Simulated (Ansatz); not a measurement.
`O[SiH2]C([SiH3])Cl` → C• + Cl• + 7 H• + O• + 2 Si•  (atomization)

Program: Ansatz. Geometries: PBE0-D4/def2-TZVP. ΔE: electronic, gas phase. CCSD(T)/CBS is the MP2 limit (def2-TZVPP, def2-QZVPP) plus CCSD(T) − MP2 in def2-TZVPP, frozen cores. This one scheme is used for every species, atoms too. Functionals use def2-TZVPP. No spin–orbit coupling; open shells (•) take unrestricted orbitals. Spin–orbit coupling would lower the free atoms: a little for C, Cl, O, Si. One conformer a species, not always the lowest.

| level | ΔE (kJ/mol) |
| --- | --- |
| r2SCAN-D4 | 3991.9 |
| ωB97X-V | 4012.8 |
| MP2/def2-QZVPP | 4000.9 |
| CCSD/CBS(def2) | 3951.7 |

(1) What does CCSD(T)/CBS give? (Estimate.)

Largest T1 diagnostic among the species: 0.012.

Answers

(1) Ansatz gave: +4004.1 kJ/mol. The listed levels differ from it by -12.2, 8.7, -3.2, -52.4 kJ/mol.

The D4 term adds +50.8 kJ/mol with B3LYP and +26.7 kJ/mol with PBE0; it sums over pairs of atoms, weighted by their polarisabilities, and B3LYP, whose exchange is more repulsive, gets the larger term. From PBE to PBE0 (25 % exact exchange), in def2-TZVPP and without D4, ΔE moves by −37.2 kJ/mol: exact exchange takes away binding that semilocal exchange gives to molecules. In def2-TZVPP, CCSD(T) changes the Hartree–Fock value by +947.4 kJ/mol (the triples alone add +52.4 kJ/mol) and MP2 by +990.1 kJ/mol; breaking electron pairs costs correlation energy, which Hartree–Fock lacks.

B3LYP here is the variant with VWN-RPA as its local correlation; programs differ in this.

For atomizations the MP2-based limit and the directly extrapolated one differ by several kJ/mol either way, and by 10 to 25 for some Ge, Se and Sn compounds, so smaller differences from it don't rank the levels.
